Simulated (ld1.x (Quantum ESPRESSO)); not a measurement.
# What one change does to a pseudopotential (Te (Z = 52), TM)

tellurium (Te), norm-conserving Troullier–Martins (Kleinman–Bylander form), made with ld1.x (Quantum ESPRESSO) 7.5 (PBE, scalar-relativistic). Core [Kr], reference 4d10 5s2 5p4. Waves: 5s (bound): rc 1.85 bohr; 4d (bound): rc 1.30 bohr; 5p (bound): rc 2.15 bohr. Local part: the p channel. Core correction: Bessel-smoothed model core inside 1.15 bohr.

Change: fully relativistic.

Cutoffs: the cutoffs (Ry, on a coarse ladder) from which the occupation-weighted sum of valence levels, in a spherical-Bessel basis at the reference potential, stays within 10 and 1 mRy of its value at 400 Ry; they do not see the model core or the augmentation charge, which bear on the density cutoff. Errors are all-electron minus pseudo energies relative to the spin-unpolarised reference configuration.

Task: What does the change do?

Result: The potential gets neither clearly harder nor softer (110 Ry and 180 Ry → 110 Ry and 180 Ry); the miss of the reference levels goes from 0.00 to 0.54 eV; the number of tests with a reliable result goes from 7 to 6; of the 6 tests that both files solve, the error grows in 5 and shrinks in 0 by more than 15 % and 0.3 meV (median size 7.1 → 57.0 meV); neither file shows a bound ghost. In the changed file the local p channel has no projectors, so it cannot carry the spin–orbit splitting, and the file is wrong for that shell.

| quantity | base | changed |
| --- | --- | --- |
| cutoff, loose | 110 Ry | 110 Ry |
| cutoff, tight | 180 Ry | 180 Ry |
| bound ghosts | none | none |
| largest miss of a reference level, eV | 0.00 | 0.54 |
| tests with a reliable result | 7 of 7 | 6 of 7 |
| error for 4d10 5s2 5p3, meV [ΔE 9.73 → 9.75 eV] | -0.3 | +17 |
| error for 4d10 5s2 5p2, meV [ΔE 27.65 → 27.70 eV] | +3.2 | +41 |
| error for 4d10 5s2 5p1, meV [ΔE 54.55 → 54.63 eV] | +11 | +73 |
| error for 4d10 5s2 5p0, meV [ΔE 91.03 → 91.14 eV] | +17 | +107 |
| error for 4d9 5s2 5p4, meV [ΔE 49.25 → 49.22 eV] | -437 | -418 |
| error for 4d10 5s2 5p3.5, meV [ΔE 3.90 → 3.91 eV] | -0.5 | +8.0 |
| s: phases at 2.35 bohr within 0.05 rad from the reference energy up to (Ry; the scan ends near 5) | 1.7 | 1.7 |
